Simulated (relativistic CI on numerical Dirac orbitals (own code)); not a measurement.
Mn+ in a cubic cluster: 2p photoemission with charge transfer

Computed with a charge-transfer multiplet model of a cubic metal-ligand cluster with up to 2 ligand holes, Slater and spin-orbit integrals from Dirac-Coulomb-Breit ions, Slater integrals scaled by 0.7. The parameters are those of a tetrahedral site (10Dq negative, t2 hopping the larger). The ground state mixes d6 with configurations of k ligand holes L, whose averages lie at kΔ + k(k − 1)U_dd/2; a core hole lowers each added d electron by U_cd. 20 K, Lorentzian 0.6 eV and Gaussian 0.8 eV FWHM.

Atomic integrals in eV (Slater integrals scaled, ζ unscaled), ground: F2dd 6.303, F4dd 3.879, zeta_d 0.031; with the core hole: F2dd 7.764, F4dd 4.828, zeta_d 0.052, zeta_core 6.792, F2cd 4.448, G1cd 3.278, G3cd 1.861.

Cluster parameters (eV): Δ = 5, U_cd = 6.6, 10Dq = -0.35, 10Dq(ligand) = 0, V(eg) = 1.25, V(t2g) = -2.12, final-state hopping factor = 1.

```
         Case   n_d    d6   d7L  d8L2     S
U_dd = 3.9 eV  6.25  0.76  0.22  0.01  2.00
  U_dd = 6 eV  6.24  0.77  0.22  0.01  2.00
U_dd = 8.1 eV  6.23  0.78  0.21  0.01  2.00
```

Weights, n_d and S are thermal averages at 20 K. Binding energies count from the first peak over 30 % of the highest in each spectrum, which can be another peak from case to case. The parameters are a model scan and need not match a compound or its usual spin state. Peaks in eV (height, largest 100):
- U_dd = 3.9 eV: 0.0 (100), 7.0 (30), 11.2 (59), 17.9 (17)
- U_dd = 6 eV: 0.0 (100), 7.4 (25), 11.1 (60), 18.3 (14)
- U_dd = 8.1 eV: 0.0 (100), 7.7 (23), 11.3 (61), 18.7 (12)

For the case U_dd = 6 eV, Δ = 5 eV is smaller than U_dd = 6 eV, the charge-transfer side of the Zaanen-Sawatzky-Allen scheme. With the core hole the average of the configuration with one ligand hole lies at Δ − U_cd = -1.6 eV before mixing: the effective hopping of about 3.7 eV (from the holes of the mixed ground state) is comparable with this gap or larger, so the configurations mix strongly.
